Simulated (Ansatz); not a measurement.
Consider the formal exchange of groups at a B–N bond: `NB(F)[SeH]` + SiH₄ → `FB([SiH3])[SeH]` + NH₃.

Program: Ansatz. Geometries: PBE0-D4/def2-TZVP. ΔE: electronic, gas phase. CBS: MP2 limit from def2 TZ/QZ plus the TZ coupled-cluster correction, frozen cores. This one scheme is used for every species. DFT in def2-TZVPP. For Se outer-core shells are correlated without core-valence functions, which leaves a few kJ/mol of doubt a bond. Scalar relativity is left out up to krypton. Each species was taken in one conformer, which may not be the lowest.

`NB(F)[SeH]`:

```xyz
7

N     0.767   -0.910   -0.308
B    -0.223    0.058   -0.157
F    -1.201    0.139   -1.063
Se   -0.209    1.307    1.362
H     1.533   -1.032    0.329
H     0.761   -1.550   -1.084
H    -1.429    1.988    0.920
```

SiH₄:

Cartesian coordinates in Å:
```
Si 0.000 0.000 0.000
H -1.272 0.661 0.387
H -0.004 -1.403 0.486
H 1.142 0.730 0.606
H 0.134 0.011 -1.479
```

`FB([SiH3])[SeH]`:

Cartesian coordinates in Å:
```
F -0.867 -0.673 -1.595
B -0.054 -0.070 -0.738
Si -0.364 -0.201 1.264
Se 1.450 0.953 -1.406
H 0.681 0.557 2.001
H -1.700 0.356 1.610
H -0.323 -1.625 1.694
H 1.177 0.703 -2.831
```

NH₃:

Z-matrix (Å, degrees):
```
N
H 1 1.013
H 1 1.013 2 107.1
H 1 1.013 2 107.1 3 -114.5
```

```
          species  ωB97X-V energy (Eh)
     `NB(F)[SeH]`          -2582.73546
             SiH₄           -291.84038
`FB([SiH3])[SeH]`          -2817.96328
              NH₃            -56.56247
```

(1) Work out ΔE.

Largest T1 diagnostic among the species: 0.013.

Answers

(1) ΔE = (-2817.96328) + (-56.56247) − (-2582.73546) − (-291.84038) = 0.05009 Eh = +131.5 kJ/mol. CCSD(T)/CBS gives +127.0 kJ/mol.

In def2-TZVPP, CCSD(T) changes the Hartree–Fock value by −21.8 kJ/mol (the triples alone add −3.6 kJ/mol) and MP2 by −16.0 kJ/mol. From PBE to PBE0 (25 % exact exchange), in def2-TZVPP and without D4, ΔE moves by +8.7 kJ/mol.
